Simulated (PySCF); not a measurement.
Species: C3H11FSi2.
SMILES: `C[C@@H](CF)[SiH2][SiH3]`

Computed with TDDFT B3LYP/def2-SVPD, vertical, gas phase, core orbitals frozen in the response in PySCF. Isolated species at its PBE0-D3(BJ)/def2-SVP geometry (one conformer only). Torsions of this conformer, `[CH3:1][C@@H:2]([CH2:3][F:4])[SiH2:5][SiH3:6]`: C1–C2–C3–F4 66°, C1–C2–Si5–Si6 -67°.

```csv
state,E (eV),ν̃ (cm⁻¹),f,"main configurations (H = HOMO, L = LUMO)"
S1,6.83,55070,0.018,H→L (94%)
S2,7.07,57030,0.013,"H→L+1 (59%), H→L+2 (32%)"
S3,7.19,57970,0.030,"H→L+2 (57%), H→L+1 (36%)"
S4,7.41,59730,0.025,"H-1→L (60%), H→L+3 (30%)"
S5,7.60,61300,0.247,"H→L+3 (49%), H-1→L (34%)"
S6,7.75,62520,0.033,"H-1→L+1 (59%), H-1→L+2 (28%)"
S7,7.87,63450,0.136,"H-1→L+2 (42%), H-1→L+1 (25%), H→L+4 (17%)"
S8,7.92,63910,0.045,"H→L+4 (58%), H-1→L+2 (13%), H→L+5 (10%)"
S9,8.04,64880,0.015,"H→L+5 (61%), H→L+4 (13%), H→L+6 (13%)"
S10,8.06,65040,0.037,"H-2→L (53%), H→L+6 (36%)"
```

Triplets, Tamm–Dancoff:

| state | E (eV) | λ (nm) | main configurations (H = HOMO, L = LUMO) |
| --- | --- | --- | --- |
| T1 | 6.17 | 200.8 | H→L (72%), H→L+1 (18%) |
| T2 | 6.37 | 194.7 | H→L+2 (46%), H→L+1 (28%), H→L+3 (10%) |
| T3 | 6.80 | 182.3 | H→L+3 (66%), H→L+2 (23%) |
| T4 | 6.93 | 179.0 | H→L+1 (42%), H→L+2 (23%), H→L+3 (15%) |

The lowest singlet lies at 6.83 eV (182 nm, vacuum ultraviolet) and is weak; its leading configuration is HOMO→LUMO (94%). The most intense listed level is S5 at 7.60 eV (163 nm, f = 0.247), 0.77 eV above S1. Löwdin shares by element: HOMO silicon 58%, carbon 14% or more, hydrogen 6% or more (atoms not listed hold the other 22%); LUMO silicon 37%, hydrogen 17% or more (atoms not listed hold the other 46%). The oscillator strengths of these states sum to 0.599; summed over the whole spectrum of an exact calculation they would give the number of electrons, 66 (Thomas–Reiche–Kuhn). The listed states span 1.24 eV, and the widest gap between neighbours is 0.24 eV (S1 to S2). Weighted by f, the mean energy of these states is 7.67 eV. No computed singlet lies in the visible range (380 to 750 nm); the lowest, at 182 nm, stands 3.56 eV above its violet end (3.26 eV). The vertical ionisation energy (ΔSCF) is 9.74 eV, 1.68 eV above S10. Only the lowest 10 singlets were computed, as vertical energies without vibronic structure.
